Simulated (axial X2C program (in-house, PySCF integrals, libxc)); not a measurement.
## Low determinants of SnCl at the PBE0 level, two-component

Computed with an in-house relativistic program for diatomic molecules. Two-component (2c) means X2C with spin–orbit coupling and atomic mean-field two-electron Coulomb and Gaunt terms. Basis: Sn dyall-cv3z [11s12p9d4f1g], Cl dyall-av3z [9s8p3d2f] (cores contracted in-house); Gaussian nuclei, density fitting, unrestricted open shells. Masses: Sn 119.902 u, Cl 34.969 u.

Search at 2.390 Å (vertical energies from the lowest determinant):

```
ΔE (eV)    state  electrons beyond evenly filled partner blocks  electrons in ±ω = 1/2, 3/2, 5/2, 7/2
   0.00  Ω = 1/2                                        ω = 1/2                             45 18 4 0
   0.30  Ω = 3/2                                        ω = 3/2                             44 19 4 0
   4.26  Ω = 1/2                          2 × ω = -1/2, ω = 3/2                             44 19 4 0
   4.67  Ω = 5/2                           2 × ω = 1/2, ω = 3/2                             44 19 4 0
   4.76  Ω = 5/2                          ω = -1/2, 2 × ω = 3/2                             45 18 4 0
   4.98  Ω = 1/2                                        ω = 1/2                             43 20 4 0
   5.25  Ω = 3/2                                        ω = 3/2                             46 17 4 0
```

Lowest determinant, Ω = 1/2 (⟨Sz⟩ = -0.50, ⟨Lz⟩ = 1.00 at PBE0): Re = 2.377 Å, ωe = 344.2 cm⁻¹.

The determinant in row 2 of the search, Ω = 3/2 (⟨Sz⟩ = 0.50, ⟨Lz⟩ = 1.00 at PBE0), was followed along the bond at PBE0; measured from the minimum of the lowest determinant it gives:

Te = 0.302 eV (2433 cm⁻¹), Re = 2.371 Å, ωe = 347.5 cm⁻¹.

**Question.** Compare the bond of the determinant in row 2 with that of the lowest one.

**Answer.** At PBE0 its Re is 0.006 Å shorter and its force constant, which goes as ωe², is 1.02 times that of the lowest determinant. T0 ≈ Te + Δωe/2 = 2433 + (2) = 2435 cm⁻¹.

The search compares states at one distance, so a state with another bond length can lie lower; it is not exhaustive and yields mostly the lowest determinant of each block pattern, so other components and higher states of one pattern are missing. These are energies of single determinants, not of spin-adapted states; PBE0 term energies can be off by some tenths of an eV, and the functional has no current term.
